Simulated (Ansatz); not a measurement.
Ansatz (a first-principles code) input (HF/3-21G): The .json file is the Basis Set Exchange's 3-21G.

Ansatz 0.2 input:
```yaml
crystal:
  periodic: [false, false, false]
  atoms:
    - {symbol: B, position_ang: [-0.91474652, -0.10148148, -0.02466265]}
    - {symbol: N, position_ang: [0.52235394, -0.06411667, 0.01039311]}
    - {symbol: H, position_ang: [-1.26973164, 1.09815991, 0.00322334]}
    - {symbol: H, position_ang: [1.12003754, 0.76684294, 0.04962353]}
    - {symbol: H, position_ang: [1.06694913, -0.90877879, -0.00228534]}
basis:
  gaussian:
    orbitals: 3-21G.json
hamiltonian:
  xc: {name: HF}
total_charge: -1
relax: {f_tol: 0.003, max_steps: 120}
```

Output:

```
WARN ansatz: RAYON_NUM_THREADS=1 ignored (pool sized by the plan → 1); use --threads N
Functional definition: HF
integrals: 0.00 GiB planned
343 factors; integrals over basis functions are off by at most 6.1e-4 eV
mean field: 0.04 GiB planned
mean field evaluation 1: about -2183.5385 eV, gradient 2.2e1 eV
mean field evaluation 2: about -2183.5383 eV, gradient 2.2e1 eV
mean field evaluation 4: about -2185.2349 eV, gradient 2.0e0 eV
mean field evaluation 8: about -2185.2650 eV, gradient 4.4e-2 eV
mean field -2185.26500498 eV, -80.3070077071 hartree, gradient 3.8e-5 eV, S^2 0.000000; 0 other end points of the search recorded, 0 dependent functions left out
the calculation of the forces begins
reference -2185.26500498 eV, -80.3070077071 hartree; 8, 8 occupied and 16, 16 virtual orbitals, 343 factors
relax step   1: F+E_penalty+E_count = -2185.26500498 eV  Δ(F+E_penalty+E_count) = +0.000e0 eV  max|allowed force component| = 1.923e0 eV/Å  Δτ_max = 0.0000 Å  (25 SCF iters, accepted)
these checks for a lower state are left out or cut short: starts, cluster_reference, orbital_swaps, neighbouring_geometries, increment
integrals: 0.00 GiB planned
343 factors; integrals over basis functions are off by at most 6.0e-4 eV
mean field: 0.04 GiB planned
mean field evaluation 16: about -2185.3184 eV, gradient 6.1e-5 eV
mean field -2185.31843146 eV, -80.3089710942 hartree, gradient 6.1e-5 eV, S^2 0.000000; 0 other end points of the search recorded, 0 dependent functions left out
the calculation of the forces begins
reference -2185.31843146 eV, -80.3089710942 hartree; 8, 8 occupied and 16, 16 virtual orbitals, 343 factors
relax step   2: F+E_penalty+E_count = -2185.31843146 eV  Δ(F+E_penalty+E_count) = -5.343e-2 eV  max|allowed force component| = 8.866e-1 eV/Å  Δτ_max = 0.0329 Å  (23 SCF iters, accepted)
these checks for a lower state are left out or cut short: starts, cluster_reference, orbital_swaps, neighbouring_geometries, increment
integrals: 0.00 GiB planned
343 factors; integrals over basis functions are off by at most 5.9e-4 eV
mean field: 0.04 GiB planned
mean field -2185.32959172 eV, -80.3093812260 hartree, gradient 6.3e-5 eV, S^2 0.000000; 0 other end points of the search recorded, 0 dependent functions left out
the calculation of the forces begins
reference -2185.32959172 eV, -80.3093812260 hartree; 8, 8 occupied and 16, 16 virtual orbitals, 343 factors
relax step   3: F+E_penalty+E_count = -2185.32959172 eV  Δ(F+E_penalty+E_count) = -1.116e-2 eV  max|allowed force component| = 7.468e-2 eV/Å  Δτ_max = 0.0262 Å  (21 SCF iters, accepted)
these checks for a lower state are left out or cut short: starts, cluster_reference, orbital_swaps, neighbouring_geometries, increment
integrals: 0.00 GiB planned
343 factors; integrals over basis functions are off by at most 5.9e-4 eV
mean field: 0.04 GiB planned
mean field -2185.33023043 eV, -80.3094046983 hartree, gradient 5.9e-5 eV, S^2 0.000000; 0 other end points of the search recorded, 0 dependent functions left out
the calculation of the forces begins
reference -2185.33023043 eV, -80.3094046983 hartree; 8, 8 occupied and 16, 16 virtual orbitals, 343 factors
relax step   4: F+E_penalty+E_count = -2185.33023043 eV  Δ(F+E_penalty+E_count) = -6.387e-4 eV  max|allowed force component| = 4.899e-2 eV/Å  Δτ_max = 0.0148 Å  (23 SCF iters, accepted)
these checks for a lower state are left out or cut short: starts, cluster_reference, orbital_swaps, neighbouring_geometries, increment
integrals: 0.00 GiB planned
343 factors; integrals over basis functions are off by at most 5.9e-4 eV
mean field: 0.04 GiB planned
mean field evaluation 32: about -2185.3304 eV, gradient 3.7e-2 eV
mean field -2185.33040519 eV, -80.3094111205 hartree, gradient 5.9e-5 eV, S^2 0.000000; 0 other end points of the search recorded, 0 dependent functions left out
the calculation of the forces begins
reference -2185.33040519 eV, -80.3094111205 hartree; 8, 8 occupied and 16, 16 virtual orbitals, 343 factors
relax step   5: F+E_penalty+E_count = -2185.33040519 eV  Δ(F+E_penalty+E_count) = -1.748e-4 eV  max|allowed force component| = 1.469e-2 eV/Å  Δτ_max = 0.0029 Å  (23 SCF iters, accepted)
these checks for a lower state are left out or cut short: starts, cluster_reference, orbital_swaps, neighbouring_geometries, increment
integrals: 0.00 GiB planned
343 factors; integrals over basis functions are off by at most 5.9e-4 eV
mean field: 0.04 GiB planned
mean field -2185.33041077 eV, -80.3094113256 hartree, gradient 2.4e-5 eV, S^2 0.000000; 0 other end points of the search recorded, 0 dependent functions left out
the calculation of the forces begins
reference -2185.33041077 eV, -80.3094113256 hartree; 8, 8 occupied and 16, 16 virtual orbitals, 343 factors
relax step   6: F+E_penalty+E_count = -2185.33041077 eV  Δ(F+E_penalty+E_count) = -5.583e-6 eV  max|allowed force component| = 1.137e-3 eV/Å  Δτ_max = 0.0008 Å  (16 SCF iters, accepted)
integrals: 0.00 GiB planned
343 factors; integrals over basis functions are off by at most 5.9e-4 eV
mean field: 0.04 GiB planned
mean field -2185.33041077 eV, -80.3094113256 hartree, gradient 2.4e-5 eV, S^2 0.000000; 1 other end points of the search recorded, 0 dependent functions left out
the calculation of the forces begins
reference -2185.33041077 eV, -80.3094113256 hartree; 8, 8 occupied and 16, 16 virtual orbitals, 343 factors
Total energy: -2185.33041077 eV, -80.3094113256 hartree
Atom 0 at    -0.950023    -0.131369    -0.026399 Å, force     0.000325     0.000110     0.000011 eV/Å
Atom 1 at     0.537468    -0.064903     0.010728 Å, force     0.000491     0.001137     0.000046 eV/Å
Atom 2 at    -1.259383     1.127550     0.004356 Å, force     0.000060    -0.000093    -0.000001 eV/Å
Atom 3 at     1.111025     0.763570     0.049311 Å, force    -0.000864    -0.001127    -0.000054 eV/Å
Atom 4 at     1.085776    -0.904222    -0.001704 Å, force    -0.000012    -0.000027    -0.000001 eV/Å
Dipole moment:     1.364199     0.285361     0.040832 e Å
```

The dipole moment of an ion depends on the origin.
